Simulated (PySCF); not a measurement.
Simulation results for BGeH$_{7}$N$_{2}$, BGeH$_{6}$NSi

All values are calculated (PySCF 2.14.0). Calculation on a computer-drawn molecule: optimised geometry and harmonic frequencies of an isolated molecule of the commonest isotopes, restricted reference for singlets and unrestricted otherwise, frozen core in MP2; on germanium a core potential holds 10 electrons, which the energies leave out, and 3d is frozen in MP2 and coupled-cluster steps.

Common to all runs: charge 0; multiplicity 1; method HF; basis and core potential on germanium cc-pVDZ-PP ECP10MDF.

(1) BGeH$_{7}$N$_{2}$

Start structure:
```xyz
11
BGeH7N2
B     -1.5598     0.6608     0.9601
N     -0.5749    -0.2398     0.4786
Ge    -0.5924    -1.3230    -0.9733
N      1.2151    -1.3119    -1.4613
H     -1.3743     1.2805     2.0135
H     -2.5526     0.7875     0.3901
H      0.2399    -0.2964     1.0851
H     -0.8511    -2.7537    -0.5852
H     -1.5924    -0.7860    -1.9304
H      1.4192    -2.0538    -2.1077
H      1.5378    -0.4162    -1.6935
```

Here we set basis cc-pVDZ.

Results for BGeH$_{7}$N$_{2}$: rotational constants 11.54, 2.887, 2.51 GHz; total energy -431.0912 hartree; convergence status largest gradient component 1.155e-05 hartree/bohr.

Drawn bonds:
```tsv
atom	other atom	order
1	2	1
2	3	1
3	4	1
1	5	1
1	6	1
2	7	1
3	8	1
3	9	1
4	10	1
4	11	1
```

Optimised structure:
```xyz
11
BGeH7N2
B     -1.5435     0.6799     0.9605
N     -0.5858    -0.2766     0.6109
Ge    -0.5348    -1.3369    -0.9025
N      1.1967    -1.2785    -1.5025
H     -1.4413     1.2813     1.9987
H     -2.4670     0.9016     0.2206
H      0.1684    -0.4270     1.2560
H     -0.8129    -2.8036    -0.5657
H     -1.5924    -0.7787    -1.8556
H      1.4449    -2.0129    -2.1429
H      1.4821    -0.4007    -1.9015
```

Modes:
```tsv
frequency (cm⁻¹)	reduced mass (dalton)
54.99	2.245
168.1	1.838
214.9	1.362
299.6	2.001
359.8	1.744
562.8	1.152
595.7	1.757
648.2	2.507
718.6	3.038
737	1.131
830.9	1.075
862.5	1.076
959.4	1.034
990.6	1.149
1021	1.344
1098	1.358
1231	1.435
1358	1.257
1486	2.512
1698	1.099
2229	1.024
2248	1.015
2646	1.055
2706	1.129
3737	1.051
3795	1.076
3828	1.094
```

(2) BGeH$_{6}$NSi

Start structure:
```xyz
10
BGeH6NSi
B     -2.9578    -3.0537     0.5037
N     -1.8888    -2.3289     0.3194
Ge    -0.5404    -1.5032    -0.3188
Si    -0.6394     0.8285    -0.6152
H     -3.6354    -3.6160    -0.2895
H     -3.3664    -3.1167     1.6966
H      0.7891    -2.2159    -0.1616
H     -1.6310     1.1509    -1.6810
H      0.7038     1.3154    -0.9912
H     -0.9923     1.5083     0.5850
```

Here we set basis cc-pV(D+d)Z.

The calculation gives: rotational constants 8.236, 1.856, 1.563 GHz; total energy -664.9068 hartree; convergence status largest gradient component 1.268e-05 hartree/bohr.

Drawn bonds:
```tsv
atom	other atom	order
1	2	1
2	3	2
3	4	1
1	5	1
1	6	1
3	7	1
4	8	1
4	9	1
4	10	1
```

Optimised structure:
```xyz
10
BGeH6NSi
B     -3.0214    -3.1059     0.3537
N     -1.8663    -2.3647     0.2482
Ge    -0.5055    -1.4232     0.1026
Si    -0.6240     0.8607    -0.6201
H     -3.4274    -3.7431    -0.5899
H     -3.6412    -3.1277     1.3914
H      0.8487    -2.0449     0.4422
H     -2.0400     1.1842    -0.8734
H      0.1829     1.0104    -1.8502
H     -0.0644     1.7230     0.4428
```

Modes:
```tsv
frequency (cm⁻¹)	reduced mass (dalton)
48.66	1.077
64.67	3.694
169.1	6.147
187.5	3.712
278.3	1.057
361.3	8.607
515.5	1.022
567.9	1.172
569.1	1.122
712.3	5.314
810.8	1.065
964.2	1.104
970.4	1.369
1015	1.038
1024	1.037
1077	1.343
1289	1.154
1577	8.915
2229	1.021
2327	1.023
2328	1.052
2354	1.046
2605	1.052
2652	1.126
```
